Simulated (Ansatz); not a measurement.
`[SiH3][Se][GaH][Cl]` + acetylene → `C#C[Se][SiH3]` + `[Cl][GaH2]` at 600 K and 1 bar (formal exchange of groups at the Se–Ga bond).

Calculated with Ansatz (gas phase, PBE0-D4/def2-TZVP geometries, no zero-point term in ΔE). CCSD(T)/CBS is the MP2 limit (def2-TZVPP, def2-QZVPP) plus CCSD(T) − MP2 in def2-TZVPP, frozen cores. This one scheme is used for every species. For Ga, Se outer-core shells are correlated without core-valence functions, which leaves a few kJ/mol of doubt a bond. Scalar relativity is left out up to krypton. One conformer a species, not always the lowest.

```json
{"species": "`[SiH3][Se][GaH][Cl]`", "CCSD(T)/CBS energy (Eh)": "-5076.01837", "H − E (kJ/mol)": "152.4", "S (J/(mol·K))": "482.9"}
{"species": "`C#C`", "CCSD(T)/CBS energy (Eh)": "-77.22717", "H − E (kJ/mol)": "96.2", "S (J/(mol·K))": "235.4"}
{"species": "`C#C[Se][SiH3]`", "CCSD(T)/CBS energy (Eh)": "-2768.23066", "H − E (kJ/mol)": "170.4", "S (J/(mol·K))": "415.0"}
{"species": "`[Cl][GaH2]`", "CCSD(T)/CBS energy (Eh)": "-2384.95520", "H − E (kJ/mol)": "67.6", "S (J/(mol·K))": "305.5"}
```

H − E and S are ideal-gas, rigid-rotor, harmonic terms from PBE0-D4/def2-TZVP, for one conformer and one mirror image of each species. 1 Eh = 2625.50 kJ/mol, R = 8.31446 J/(mol·K).

Task: By hand: ΔE, ΔH, ΔS and ΔG.

Result: ΔE = (-2768.23066) + (-2384.95520) − (-5076.01837) − (-77.22717) = 0.05968 Eh = 156.7 kJ/mol. Δ(H − E) = 170.4 + 67.6 − 152.4 − 96.2 = -10.6, so ΔH = 146.1 kJ/mol. ΔS = 415.0 + 305.5 − 482.9 − 235.4 = 2.2 J/(mol·K). ΔG = 146.1 − 600 × (2.2)/1000 = 144.8 kJ/mol.

Task: By hand: the equilibrium constant, and the temperature at which ΔG would vanish if ΔH and ΔS stayed fixed.

Result: log₁₀ K = −ΔG/(RT ln 10) = -12.6. ΔG = 0 at ΔH/ΔS = 66409 K, far beyond where these terms or the molecules hold.

The number of gas molecules stays the same, so ΔS is small and ΔH decides. A doubt of 5 kJ/mol in ΔE shifts log₁₀ K by 0.4 here. Other conformers and mirror images would add mixing entropy, several J/(mol·K) or more a flexible species. Modes under 60 cm⁻¹, often nearly free rotors, make the harmonic entropy too high. These are equilibria of isolated gas molecules and say nothing of rates. Largest T1 diagnostic: 0.013 (customary marks: 0.02 for closed shells, 0.045 for open ones).
